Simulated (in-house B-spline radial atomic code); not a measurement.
How numerical settings move a run on Ne, [He] 2s2 2p6. Computed with an all-electron radial atomic-structure program (B-spline basis): scalar-relativistic (X2C) PBEsol, spin-polarised, spherical fractional occupations, Fermi nucleus of rms radius 3.0055 fm.

Command:
```bash
python run_scf.py task.json out
```
Settings of the sound reference run:
```
Z                10
electrons        10
configuration    [He] 2s2 2p6
hamiltonian      x2c
method           pbesol
spin_polarised   True
nucleus          fermi
rms_radius       3.0055
mass_number      20
atomic_mass      19.99244
speed_of_light   137.036
knot_spacing     0.22
spline_order     8
gauss_points     12
box_radius       50
max_iterations   70
damping          0.5
damped_steps     3
diis_vectors     10
tolerance        1e-08
start            Thomas-Fermi
```

Cost of the run: 0.19 s on 1 thread of Arm Neoverse V2, with other jobs on the host.

It converges in 8 iterations to -128.664466 hartree, with 2p up at -13.2684 eV. The other runs change the listed settings, some to values that make no sense; their results aren't properties of the atom or ion. Radii are in bohr (the nuclear one in fm), a minus after a letter asks for a j subshell, and «unchanged» means within 1e-8 hartree. The run stops when the residual is below 10 × tolerance × max(1, Z/10), or a noise floor if that is larger, and the energy moves by less than 1e-8 × √|E| hartree; so very loose and very tight tolerances often act alike.

```tsv
changed settings	outcome
spline_order = 4	converged in 9 iterations, energy +2.31e-05 hartree from the reference, 2p up level -4.8e-05 eV
box_radius = 3, first_knot = 0.03, max_iterations = 60, diis_vectors = 20, start = bare nucleus	converged in 9 iterations, energy +1.26e-01 hartree from the reference, 2p up level +3.3e+00 eV (the program warns: 2p up reaches the box edge; 2s up reaches the box edge)
first_knot = 0.0001	converged in 9 iterations, energy -5.88e-08 hartree from the reference, 2p up level -2.5e-05 eV
first_knot = 1e-05, max_iterations = 60, damping = 0.95	converged in 9 iterations, energy +3.62e-08 hartree from the reference, 2p up level -4.0e-05 eV
spline_order = 10	converged in 8 iterations, energy -6.48e-08 hartree from the reference
first_knot = 1e-05	converged in 8 iterations, energy +3.62e-08 hartree from the reference
first_knot = 0.001	converged in 9 iterations, energy -8.80e-06 hartree from the reference, 2p up level -2.5e-05 eV
spline_order = 6	converged in 9 iterations, energy +7.96e-08 hartree from the reference, 2p up level -2.6e-05 eV
start = bare nucleus	converged in 9 iterations, energy unchanged, 2p up level -2.9e-06 eV
gauss_points = 3, max_iterations = 3, tolerance = 1e-05	not converged after 3 iterations, last residual 8.1e+00, last energy -4.27e+04 hartree from the reference
first_knot = 0.03	converged in 9 iterations, energy +9.79e-04 hartree from the reference, 2p up level -1.0e-04 eV
electrons = 18, configuration = [He] 2s2 2p6 4s2 4p6, max_iterations = 50	converged in 12 iterations to -127.8977 hartree, a different physical problem (warning: 4s up has a positive eigenvalue: unbound, held by the box)
first_knot = 0.1, max_iterations = 50, tolerance = 1e-05, start = bare nucleus	converged in 9 iterations, energy +1.11e-02 hartree from the reference, 2p up level -8.8e-04 eV
spline_order = 3	converged in 9 iterations, energy +1.87e-03 hartree from the reference, 2p up level -1.5e-03 eV
```

Task: What happens with spline_order = 4, box_radius = 200, max_iterations = 60, tolerance = 0.0001?

Result: Converged in 8 iterations, energy +2.30e-05 hartree from the reference, 2p up level -2.2e-05 eV.

Task: What happens with first_knot = 0.3?

Result: Converged in 9 iterations, energy +9.83e-02 hartree from the reference, 2p up level -7.8e-03 eV.

Task: What happens with hamiltonian = dirac, method = hf?

Result: Stopped with error: spin polarisation is not served with the Dirac Hamiltonian.

Task: What happens with spline_order = 7?

Result: Converged in 8 iterations, energy +7.53e-08 hartree from the reference, 2p up level +5.2e-07 eV.
